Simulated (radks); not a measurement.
Question: Co II, configuration [Ne] 3p6 3d8 4d2 (not the ground configuration). Method: Dirac Kohn-Sham, PBE, spin-unpolarised, spherical densities, finite nucleus; open shells fill j = l - 1/2 first; Fermi nuclear charge, rms radius 3.7875 fm; computed with a radial shooting solver on a logarithmic mesh with Libxc functionals. Some entries of the table are withheld. Estimate them.

orbital,occ.,eigenvalue (hartree),<1/r> (bohr^-1),<r> (bohr)
1s1/2,2,(1),27.04,0.05618
2s1/2,2,-34.10475,5.844,0.2551
2p1/2,2,(2),(3),0.2225
2p3/2,4,(4),(5),0.2257
3p1/2,2,-3.43585,1.733,0.7953
3p3/2,4,-3.36550,1.708,0.8043
3d3/2,4,-1.22882,1.402,0.9266
3d5/2,4,-1.22050,1.396,0.9304
4d3/2,2,(6),0.2874,4.433
4d5/2,0,(7),0.2869,4.441

Answer: 
(1) 1s1/2 eigenvalue (hartree): -280.2933
(2) 2p1/2 eigenvalue (hartree): -29.74926
(3) 2p1/2 <1/r> (bohr^-1): 5.794
(4) 2p3/2 eigenvalue (hartree): -29.20233
(5) 2p3/2 <1/r> (bohr^-1): 5.683
(6) 4d3/2 eigenvalue (hartree): -0.20147
(7) 4d5/2 eigenvalue (hartree): -0.20110
